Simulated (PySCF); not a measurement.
Harmonic spectrum computed at PBE in the def2-TZVP basis family (core potentials from Rb on, PySCF, no spin–orbit coupling):

```
ω (cm⁻¹)  IR (km/mol)
     743          5.6
    1336          0.1
    1654          334
```

Q: Which molecule gave it? In each, all ligands are bound to the one heavy central atom.
A. CO₂ (singlet)
B. NbO₂ (doublet)
C. TiO₂ (singlet)
D. NO₂ (doublet)
E. ZrO₂ (singlet)

A: D. It has C2v symmetry with N–O 1.204 Å (×2).
